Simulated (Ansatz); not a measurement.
Cost and result for the atomization energy of C₂H₆BrFSi (`CC[SiH](F)Br`) (11 atoms, 10 bonds).

```xyz
11

C     1.424    0.324    0.211
C     0.213   -0.607    0.256
Si   -1.328    0.178   -0.407
F    -1.679    1.473    0.458
Br   -3.036   -1.219   -0.255
H     2.315   -0.174    0.600
H     1.259    1.222    0.811
H     1.648    0.645   -0.809
H     0.395   -1.517   -0.327
H     0.008   -0.937    1.279
H    -1.220    0.612   -1.817
```

The species carries charge 0 and has multiplicity 1. Correlated methods include outer-core shells of Br, which these sets cover unevenly. Scalar relativity is left out up to krypton. Geometry: relaxed with PBE0-D4/def2-TZVP. It is one conformer, not always the lowest. Program: Ansatz. Hardware: A = 2 threads of an AMD EPYC 7R13 on a shared host; B = 2 threads of an AMD EPYC 7R13 on a shared host and a share of an NVIDIA H100 80 GB. Times are those of one run each, without the atoms' runs, and a repeat can differ threefold. Electronic energies, without spin–orbit coupling; frozen cores. CCSD(T)/CBS adds CCSD(T) − MP2 in def2-TZVPP to the MP2 limit, and its time is that of the two runs behind it. T1 = 0.009. With those shells the extrapolation isn't a true limit. B3LYP takes the VWN-RPA correlation (the form of Gaussian; ORCA's B3LYP/G).

CCSD(T)/CBS is a level of theory with its own doubt, some kJ/mol a heavy atom from the limit and from the frozen cores, so smaller differences don't rank the functionals.

```
                                 level  functions  wall time  atomization (kJ/mol)  difference from CCSD(T)/CBS  per bond
   PBE-D4/def2-TZVPP (with forces) [A]        267      5.5 s                4160.7                         27.7       2.8
                PBE0-D4/def2-TZVPP [A]        267      6.5 s                4116.5                        -16.5      -1.6
r2SCAN-D4/def2-TZVPP (with forces) [A]        267      8.6 s                4131.2                         -1.8      -0.2
 B3LYP-D4/def2-TZVPP (with forces) [A]        267       11 s                4102.2                        -30.8      -3.1
                CCSD(T)/def2-TZVPP [B]        267       11 s                4026.3                       -106.7     -10.7
                 B2PLYP/def2-TZVPP [A]        267       11 s                4070.4                        -62.6      -6.3
                    MP2/def2-QZVPP [B]        510       12 s                4155.0                         22.0       2.2
                ωB97X-V/def2-TZVPP [A]        267       15 s                4127.2                         -5.8      -0.6
  ωB97M-V/def2-TZVPP (with forces) [A]        267       22 s                4123.4                         -9.6      -1.0
                     CCSD(T)/CBS(def2)          –       23 s                4133.0                          0.0       0.0
```

In def2-TZVPP, CCSD(T) changes the Hartree–Fock value by +892.7 kJ/mol (the triples alone add +49.9 kJ/mol) and MP2 by +958.1 kJ/mol; breaking electron pairs costs correlation energy, which Hartree–Fock lacks. From PBE to PBE0 (25 % exact exchange), in def2-TZVPP and without D4, the atomization energy moves by −40.6 kJ/mol: exact exchange takes away binding that semilocal exchange gives to molecules. The D4 term adds +38.9 kJ/mol with B3LYP and +20.5 kJ/mol with PBE0; it sums over pairs of atoms, weighted by their polarisabilities, and B3LYP, whose exchange is more repulsive, gets the larger term.
